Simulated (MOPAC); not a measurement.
Input file for MOPAC: PM7 on N4 (a complex), monomers drawn apart or pushed together.

```
PM7 1SCF PRECISE CHARGE=0 THREADS=1
N4

N     -0.38463901 1    -0.10116271 1    -0.56541468 1
N      0.45101972 1     0.14816541 1     0.08987410 1
N     -0.42485610 1    -0.19770445 1     2.97392898 1
N      0.36997077 1     0.15884137 1     3.63047096 1
```

The log:

```
*******************************************************************************
 **                                                                           **
 **                              MOPAC v23.2.5                                **
 **                                                                           **
 *******************************************************************************
 ** MOPAC's Digital Object Identifier: https://doi.org/10.5281/zenodo.6511958 **
 **                                                                           **
 ** Please cite the open-source release paper for use of this MOPAC version:  **
 ** J. E. Moussa and J. J. P. Stewart (2026)                                  **
 ** MOPAC: An open-source semiempirical molecular orbital program             **
 ** J. Open Source Softw., 11(119), 8025, https://doi.org/10.21105/joss.08025 **
 *******************************************************************************

                              PM7 CALCULATION RESULTS

 *******************************************************************************
 *  PM7        - The PM7 Hamiltonian to be used
 *
 *
 *
 *                 CHARGE ON SYSTEM = 0
 *
 *
 *
 *  PRECISE    - TIGHTER CRITERIA TO BE USED
 *  1SCF       - DO 1 SCF AND THEN STOP
 *  THREADS=1  - MULTI-THREADING NOT USED
 *  T=         - A TIME OF 172800.0 SECONDS REQUESTED
 *  DUMP=N     - RESTART FILE WRITTEN EVERY 7200.0 SECONDS REQUESTED
 *******************************************************************************
PM7 1SCF PRECISE CHARGE=0 THREADS=1
 N4

   ATOM   CHEMICAL          X               Y               Z
  NUMBER   SYMBOL      (ANGSTROMS)     (ANGSTROMS)     (ANGSTROMS)

     1       N         -0.38463901  *  -0.10116271  *  -0.56541468  *
     2       N          0.45101972  *   0.14816541  *   0.08987410  *
     3       N         -0.42485610  *  -0.19770445  *   2.97392898  *
     4       N          0.36997077  *   0.15884137  *   3.63047096  *



          CARTESIAN COORDINATES

    NO.       ATOM           X           Y           Z

     1         N         -0.3846     -0.1012     -0.5654
     2         N          0.4510      0.1482      0.0899
     3         N         -0.4249     -0.1977      2.9739
     4         N          0.3700      0.1588      3.6305

 General Reference for PM7:
 "Optimization of Parameters for Semiempirical Methods VI: More Modifications to the
 NDDO Approximations and Re-optimization of Parameters", J. J. P. Stewart, J. Mol. Mod., 1:32, 19 (2013)
 https://link.springer.com/article/10.1007/s00894-012-1667-x

           Empirical Formula: N4  =     4 atoms



      MOLECULAR POINT GROUP   :   C2h


      RHF CALCULATION, NO. OF DOUBLY OCCUPIED LEVELS = 10


 -------------------------------------------------------------------------------
 PM7 1SCF PRECISE CHARGE=0 THREADS=1
 N4



     1SCF WAS SPECIFIED, SO BFGS WAS NOT USED
     SCF FIELD WAS ACHIEVED


                              PM7 CALCULATION
                                                       MOPAC v23.2.5 Linux




          FINAL HEAT OF FORMATION =         68.90402 KCAL/MOL =     288.29442 KJ/MOL


          COSMO AREA              =         98.06 SQUARE ANGSTROMS
          COSMO VOLUME            =         76.13 CUBIC ANGSTROMS

          IONIZATION POTENTIAL    =         13.503052 EV
          HOMO LUMO ENERGIES (EV) =        -13.503  0.056
          NO. OF FILLED LEVELS    =         10
          MOLECULAR WEIGHT        =         56.0268         POINT GROUP:  C2h

          MOLECULAR DIMENSIONS (Angstroms)

            Atom       Atom       Distance
            N     4    N     1     4.27112
            N     3    N     2     1.46374
            N     1    N     2     0.05737


          SCF CALCULATIONS        =          1





   ATOM   CHEMICAL          X               Y               Z
  NUMBER   SYMBOL      (ANGSTROMS)     (ANGSTROMS)     (ANGSTROMS)

     1       N         -0.38463901  *  -0.10116271  *  -0.56541468  *
     2       N          0.45101972  *   0.14816541  *   0.08987410  *
     3       N         -0.42485610  *  -0.19770445  *   2.97392898  *
     4       N          0.36997077  *   0.15884137  *   3.63047096  *

                             CARTESIAN COORDINATES

   1    N       -0.384639010    -0.101162710    -0.565414680
   2    N        0.451019720     0.148165410     0.089874100
   3    N       -0.424856100    -0.197704450     2.973928980
   4    N        0.369970770     0.158841370     3.630470960


           Empirical Formula: N4  =     4 atoms



      MOLECULAR POINT GROUP   :   C2h


                  EIGENVALUES
 -43.18477 -43.17807 -21.93022 -21.88064 -16.89962 -16.80238 -16.76733 -16.65634
 -13.51905 -13.50305   0.05562   0.10003   0.11494   0.17509   3.75130   3.75790


              NET ATOMIC CHARGES AND DIPOLE CONTRIBUTIONS

  ATOM NO.   TYPE          CHARGE      No. of ELECS.   s-Pop       p-Pop
    1          N           0.011839        4.9882     1.82579     3.16237
    2          N          -0.011839        5.0118     1.82569     3.18615
    3          N          -0.011843        5.0118     1.82569     3.18615
    4          N           0.011842        4.9882     1.82580     3.16236
 DIPOLE           X         Y         Z       TOTAL
 POINT-CHG.    -0.002     0.006     0.000     0.007
 HYBRID         0.001    -0.002    -0.000     0.002
 SUM           -0.002     0.004     0.000     0.005


          ATOMIC ORBITAL ELECTRON POPULATIONS

     Atom    s        px        py        pz
    1  N   1.82579   1.09778   1.00455   1.06004
    2  N   1.82569   1.10504   1.01353   1.06758
    3  N   1.82569   1.09551   1.02282   1.06782
    4  N   1.82580   1.08803   1.01405   1.06028

 **********************
 *                    *
 * JOB ENDED NORMALLY *
 *                    *
 **********************




 == MOPAC DONE ==
```

The run finished.

Cost: about 0.04 core-seconds (a rough figure).
